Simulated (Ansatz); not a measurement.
Cost and result for the atomization energy of CH5ISSi (`SC[SiH2]I`) (9 atoms, 8 bonds).

Z-matrix (Å, degrees):
```
C
Si 1 1.871
S 1 1.809 2 112.8
H 1 1.092 2 111.8 3 -126.5
H 1 1.095 2 107.3 3 115.9
I 2 2.447 1 109.3 3 62.9
H 2 1.480 1 110.7 3 -55.8
H 2 1.485 1 111.2 3 -179.4
H 3 1.345 1 96.8 2 -52.0
```

Total charge 0; spin multiplicity 1. Correlated methods include outer-core shells of I, which these sets cover unevenly. I takes the def2 core potential. All single points use the PBE0-D4/def2-TZVP geometry. It is one conformer, not always the lowest. Program: Ansatz. All runs use 4 threads of an Intel Xeon 6975P-C on a shared host. Times are those of one run each, without the atoms' runs, and a repeat can differ threefold. Electronic energies, without spin–orbit coupling; frozen cores. CCSD(T)/CBS adds CCSD(T) − MP2 in def2-TZVPP to the MP2 limit, and its time is that of the two runs behind it. T1 = 0.009. With those shells the extrapolation isn't a true limit. B3LYP takes the VWN-RPA correlation (the form of Gaussian; ORCA's B3LYP/G). HSE06 is the plane-wave form, built on full-range PBE exchange.

CCSD(T)/CBS is a level of theory with its own doubt, some kJ/mol a heavy atom from the limit and from the frozen cores, so smaller differences don't rank the functionals.

| level | functions | wall time |
| --- | --- | --- |
| BLYP-D4/def2-TZVPP | 235 | 1.1 s |
| revPBE-D4/def2-TZVPP | 235 | 1.1 s |
| PBE0-D4/def2-TZVPP | 235 | 1.9 s |
| HSE06-D4/def2-TZVPP | 235 | 1.9 s |
| CAM-B3LYP-D4/def2-TZVPP | 235 | 1.9 s |
| CCSD(T)/def2-SVP | 101 | 2.2 s |
| B3LYP-D4/def2-TZVPP (with forces) | 235 | 2.5 s |
| PBE-QIDH/def2-TZVPP | 235 | 3 s |
| B97M-V/def2-TZVPP | 235 | 4 s |
| ωB97M-V/def2-TZVPP (with forces) | 235 | 5.5 s |
| MP2/def2-QZVPP | 429 | 9.5 s |
| CCSD(T)/def2-TZVPP | 235 | 32 s |
| CCSD(T)/CBS(def2) | – | 42 s |

Task: What atomization energy does each give, and how far from CCSD(T)/CBS? (Best estimate.)

Result: The calculation gave: 
```csv
level,atomization (kJ/mol),difference from CCSD(T)/CBS,per bond
BLYP-D4/def2-TZVPP,2772.4,-51.0,-6.4
revPBE-D4/def2-TZVPP,2778.6,-44.8,-5.6
PBE0-D4/def2-TZVPP,2809.5,-13.9,-1.7
HSE06-D4/def2-TZVPP,2811.2,-12.2,-1.5
CAM-B3LYP-D4/def2-TZVPP,2795.8,-27.6,-3.5
CCSD(T)/def2-SVP,2608.2,-215.2,-26.9
B3LYP-D4/def2-TZVPP (with forces),2795.0,-28.4,-3.6
PBE-QIDH/def2-TZVPP,2794.9,-28.5,-3.6
B97M-V/def2-TZVPP,2816.9,-6.5,-0.8
ωB97M-V/def2-TZVPP (with forces),2815.3,-8.1,-1.0
MP2/def2-QZVPP,2815.4,-8.0,-1.0
CCSD(T)/def2-TZVPP,2733.5,-89.9,-11.2
CCSD(T)/CBS(def2),2823.4,0.0,0.0
```

Leaving LDA and LC-ωPBE aside and taking each functional with its dispersion term where it has one, the values, not all of them listed here, spread over 90.5 kJ/mol, from BHLYP-D4 to PBE-D4. LDA lies +376.2 kJ/mol from PBE without D4, its usual overbinding. From r2SCAN to r2SCAN0 (25 % exact exchange), in def2-TZVPP and without D4, the atomization energy moves by −28.5 kJ/mol: exact exchange takes away binding that semilocal exchange gives to molecules. At CCSD(T), def2-SVP lies −215.2 kJ/mol from the extrapolated value and def2-TZVPP −89.9 kJ/mol: correlation converges slowly with the basis, and small sets miss more of it in the bonded molecule than in its fragments.

Spin–orbit coupling would lower the free I atoms strongly, and the atomization energy with them, by more than many differences here.
